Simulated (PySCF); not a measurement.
## How methods differ on the fine-structure interval of Ti⁹⁺

Ti⁹⁺ [Ne] 3s2 3p1 [3p1/2^1, M_J = 1/2] → Ti⁹⁺ [Ne] 3s2 3p1 [3p3/2^1, M_J = 3/2], as a difference of total energies. All numbers are calculated (PySCF 2.14, the two-component X2C-1e Hamiltonian, in an even-tempered Gaussian basis (20 s from 0.53 bohr⁻², ratio 2.4; 13 p from 0.69 bohr⁻², ratio 2.4; 5 d from 3.1 bohr⁻², ratio 2.6; 4 f from 4.7 bohr⁻², ratio 2.6)). Correlated levels: 1s2 frozen; the 52 highest virtual spinors dropped. "Screened" scales the spin-orbit matrix elements by Boettger's factors to mimic the two-electron term; Breit and QED terms are absent.

| method | fine-structure interval (cm⁻¹) |
| --- | --- |
| GHF (screened spin-orbit) | 9178.3 |
| GMP2 (screened spin-orbit) | 7931.3 |
| GHF (bare spin-orbit) | 9982.8 |
